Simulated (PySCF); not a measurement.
# How methods differ on the interval between two levels of Tb⁺

Tb⁺ [Xe] 4f9 6s1 [7H8, M_J = 8] → Tb⁺ [Xe] 4f9 5d1 [7K10, M_J = 10], as a difference of total energies. Computed with PySCF 2.14 in x2c-TZVPall-2c, with the two-component X2C-1e Hamiltonian. Correlated levels: [Ar] 3d10 frozen; the 18 highest virtual spinors dropped. "Screened" scales the spin-orbit matrix elements by Boettger's factors to mimic the two-electron term; Breit and QED terms are absent.

```csv
method,interval between two levels (cm⁻¹)
GHF (screened spin-orbit),16425
GMP2 (screened spin-orbit),16681
```

The labels give the starting determinants; with spin-orbit coupling the two ends relaxed to ⟨J²⟩ = 72.02, ⟨L²⟩ = 30.55, ⟨S²⟩ = 11.85 and ⟨J²⟩ = 110.03, ⟨L²⟩ = 56.75, ⟨S²⟩ = 11.84.
